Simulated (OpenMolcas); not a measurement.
An OpenMolcas run meant for Sm⁴⁺ (ANO-RCC-VTZP, DKH2; inactive shells 1s 2s 2p 3s 3p 3d 4s 4p 4d 5s 5p; intended active space 4 electrons in 7 orbitals (4f)). One step of its input:

```
&CASPT2
Multistate=30 1 2 3 4 5 6 7 8 9 10 11 12 13 14 15 16 17 18 19 20 21 22
23 24 25 26 27 28 29 30
Frozen=14 9
IPEA=0.25
Shift=1.5
MaxIter=60
WThr=0.0 0.3 0.05
PrWF=0.5
NoMix
```

The run finished. Its levels beside those of a sound run (SS-CASPT2, IPEA 0.25 Eh, imaginary shift 0.1 Eh (closed shells correlated: 5s 5p)), in cm⁻¹ above each run's lowest level:

```tsv
Level	This run	Usual run
4f⁴ ⁵I₄	0.0	0.0
4f⁴ ⁵I₅	2039	2042
4f⁴ ⁵I₆	4279	4284
4f⁴ ⁵I₇	6617	6622
4f⁴ ⁵I₈	8965	8966
4f⁴ ⁵F₁	17376	17161
4f⁴ ⁵F₂	18067	17853
4f⁴ ⁵F₃	19103	18889
4f⁴ ⁵S₂	20155	19942
4f⁴ ⁵F₄	20486	20272
4f⁴ ³K₆	21781	21635
4f⁴ ⁵F₅	22214	21999
```

Q: Which setting is unsound, and how much does it matter here?

A: The level shift is far above the usual 0.1 to 0.3 hartree and damps the second-order energy. Against the sound run the excited levels shown move by 130 cm-1 on average and by 210 cm-1 at most.

Term energies are means over components that CASPT2 splits; among the terms shown or strongly mixed into the levels shown the widest spread is 260 cm-1 (4f⁴ ⁵I, the sound run). High states are left out of the spin-orbit mixing, which shifts the levels that they would mix with. Only configurations of the active space appear.
